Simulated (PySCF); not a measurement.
O₂S₂, SMILES O=[S][S]=O (connectivity only; charge and spin as stated), neutral, multiplicity 1.

Coordinates come from a PBE0-D3(BJ)/def2-SVP optimisation. Other conformers were not sampled.

The numbers are results of PySCF with TDA-PBE/def2-SVPD, not measurements.

Vertical excitations. The molecule is in vacuum. State labels are in the subgroup C2v.

| state | symmetry | energy (eV) | λ (nm) | f | main pairs |
|---|---|---|---|---|---|
| S1 | A2 | 2.48 | 501 | 0.000 | HOMO−1→LUMO 100 % |
| S2 | B2 | 4.01 | 309 | 0.062 | HOMO→LUMO 65 %, HOMO−1→LUMO+2 32 % |
| S3 | B1 | 4.17 | 297 | 0.000 | HOMO→LUMO+1 100 % |
| S4 | A1 | 4.34 | 286 | 0.004 | HOMO−1→LUMO+1 100 % |
| S5 | B1 | 4.43 | 280 | 0.001 | HOMO−2→LUMO 99 % |
| S6 | A2 | 5.36 | 231 | 0.000 | HOMO→LUMO+2 99 % |
| S7 | B1 | 6.17 | 201 | 0.001 | HOMO−4→LUMO 97 % |
| S8 | B2 | 6.31 | 196 | 0.002 | HOMO−2→LUMO+1 98 % |
| S9 | A1 | 6.58 | 188 | 0.021 | HOMO−3→LUMO 73 %, HOMO−2→LUMO+2 22 % |
| S10 | B1 | 6.75 | 184 | 0.045 | HOMO→LUMO+3 99 % |
| T1 | B2 | 1.45 | 853 | 0 | HOMO→LUMO 100 % |
| T2 | A2 | 1.94 | 640 | 0 | HOMO−1→LUMO 100 % |
| T3 | B1 | 3.76 | 330 | 0 | HOMO→LUMO+1 99 % |
| T4 | A1 | 3.90 | 318 | 0 | HOMO−1→LUMO+1 100 % |
Triplets are in the Tamm–Dancoff approximation.
